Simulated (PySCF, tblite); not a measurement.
A set of runs on `[CH2]C#C[Si](C)(C)C` [radical]; the geometry of each is named by its level. Settings lines and outputs come from a driver script.

Species: C6H11Si (doublet state).
Bonds: C1–C2, C2–C3 (triple), C3–Si4, Si4–C5, Si4–C6, Si4–C7. Hydrogens: H8, H9 on C1; H10, H11, H12 on C5; H13, H14, H15 on C6; H16, H17, H18 on C7.

Step 1: GFN2-xTB geometry optimisation, gas phase (tblite 0.8.0) (from a force-field or distance-geometry start)
```json
{"job": {"kind": "relax", "xc": "GFN2-xTB", "basis": "xTB"}, "charge": 0, "multiplicity": 2}
```
```
step      E/eV     max force
  0    -544.93284    6.409
  1    -544.72303    7.941
  2    -545.15709    1.527
...
 20    -545.21559    0.066
 21    -545.21584    0.035
 22    -545.21591    0.014
 23    -545.21593    0.011
 24    -545.21595    0.009
```

Energy lowered by 6.5 kcal/mol over 24 steps; largest atomic force 0.009 eV/Å at the end. «max force» is the largest atomic force in eV/Å.

Step 2: GFN2-xTB harmonic vibrations, gas phase (tblite 0.8.0) (on the GFN2-xTB geometry)
```json
{"job": {"kind": "ir", "xc": "GFN2-xTB", "basis": "xTB"}, "charge": 0, "multiplicity": 2}
```
```
(table of modes left out)
```

48 modes from -41 to 3122 cm⁻¹ (unscaled, harmonic, a negative number standing for an imaginary wavenumber); zero-point energy 89.7 kcal/mol from the real modes; the lowest is imaginary at this level.

Step 3: UKS B3LYP, pcH-1 on C H Si, non-relativistic, mean-field spin-orbit, GIAO (PySCF 2.14.0) (on the GFN2-xTB geometry)
```json
{"job": {"kind": "epr", "basis": "pcH-1"}, "charge": 0, "multiplicity": 2}
```
```
...
E = -524.74244210 Eh   <S^2> = 0.7696 (exact 0.7500)
g shifts (ppm)      1          2          3
  rmc          -136       -136       -136
  gc             -3         27         34
  oz_so           6        590        980
  total        -133        480        878
hyperfine (MHz)  atom isotope    a_iso     a_fc   dipolar eigenvalues
    0   13C      60.19      60.27    -57.67    -56.63    114.30
    1   13C     -59.84     -59.88    -21.58     -1.66     23.23
    2   13C      43.54      43.59    -45.49    -34.99     80.48
    3  29Si      22.71      22.75     -1.34     -0.55      1.89
    4   13C       1.78       1.78     -0.50     -0.40      0.90
    5   13C      18.60      18.60     -1.86     -1.74      3.59
    6   13C       9.50       9.50     -1.11     -1.02      2.13
    7    1H     -50.69     -50.70    -26.72     -0.83     27.55
    8    1H     -50.69     -50.70    -26.70     -0.83     27.54
    9    1H       0.18       0.18     -0.74     -0.69      1.43
   10    1H      -0.04      -0.04     -1.37     -1.07      2.44
   11    1H      -0.16      -0.16     -1.20     -1.08      2.29
   12    1H       6.96       6.96     -1.37     -0.69      2.06
   13    1H      -1.04      -1.04     -2.03     -0.70      2.73
   14    1H      -1.15      -1.15     -1.90     -0.72      2.61
...
```

⟨S²⟩ 0.770; g_iso 2.0027. rmc, gc and oz_so are the mass-correction, gauge-correction and orbital-Zeeman/spin–orbit parts of the g shift along its three principal axes; a_iso is the isotropic hyperfine coupling and a_fc its Fermi-contact part. The log counts atoms from 0, this text from 1.

Q: Which step took the most CPU time, and about what did each take on one thread, Arm Neoverse V2 (aarch64) (shared host)?

A: Step 3, about 99 % of the total. CPU time by step: 1: 0.15 s, 2: 0.56 s, 3: 1.8 min.

Geometry of the electronic-property runs (GFN2-xTB):
```
atom  x, y, z in Å
C1     3.768    0.270   -0.600
C2     2.443    0.176   -0.388
C3     1.229    0.094   -0.194
Si4   -0.589   -0.037    0.095
C5    -1.322    1.719    0.218
C6    -1.382   -0.978   -1.367
C7    -0.887   -0.998    1.717
H8     4.414   -0.576   -0.446
H9     4.210    1.194   -0.928
H10   -2.395    1.692    0.388
H11   -0.874    2.276    1.035
H12   -1.149    2.281   -0.695
H13   -2.456   -1.079   -1.237
H14   -1.211   -0.460   -2.305
H15   -0.966   -1.976   -1.462
H16   -0.436   -0.489    2.564
H17   -0.458   -1.994    1.667
H18   -1.948   -1.106    1.925
```

 GFN2-xTB frequencies show an imaginary mode (41i cm⁻¹), so this geometry is no minimum at that level. (This holds for the electronic-property runs.)
